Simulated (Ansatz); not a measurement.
ClO2W, charge +1, singlet, geometry from GFN2-xTB (such geometries of metal compounds can be far from the true shape) (the multiplicity is a formal guess) (core potentials on W); Ansatz (an electronic-structure program) with WB97X/def2-SVPD.

Here is a job for Ansatz.
Ansatz 0.2 input:
```yaml
crystal:
  periodic: [false, false, false]
  atoms:
    - {symbol: W, position_ang: [0.18341371, 0.00795927, 0.24191020]}
    - {symbol: O, position_ang: [1.44790089, -0.79847499, -0.57203555]}
    - {symbol: O, position_ang: [-0.79540581, -1.06509520, 1.13758770]}
    - {symbol: Cl, position_ang: [-1.10544559, 0.84232796, -1.31916307]}
basis:
  gaussian:
    orbitals: def2-SVPD
hamiltonian:
  xc: {name: wB97X}
total_charge: 1
accuracy: high
```

What the program printed (banner, timings and long lists left out):

```
Functional definition: wB97X
2105 factors; integrals over basis functions are off by at most 3.4e-9 eV
480 factors; integrals over basis functions are off by at most 1.4e-9 eV
mean field evaluation 1: about -18398.6156 eV, gradient 1.2e2 eV
mean field evaluation 2: about -18134.4287 eV, gradient 3.4e2 eV
mean field evaluation 4: about -18427.4786 eV, gradient 6.9e0 eV
mean field evaluation 8: about -18427.5997 eV, gradient 1.0e0 eV
mean field evaluation 16: about -18427.7099 eV, gradient 1.6e-3 eV
mean field evaluation 32: about -18427.7099 eV, gradient 1.2e-7 eV
mean field -18427.70994002 eV, -677.2058495453 hartree, gradient 4.2e-8 eV, S^2 0.000000; 0 other end points of the search recorded, 0 dependent functions left out
reference -18427.70993617 eV, -677.2058494039 hartree; 23, 23 occupied and 85, 85 virtual orbitals, 2105 factors
Total energy: -18427.70993617 eV, -677.2058494039 hartree
```
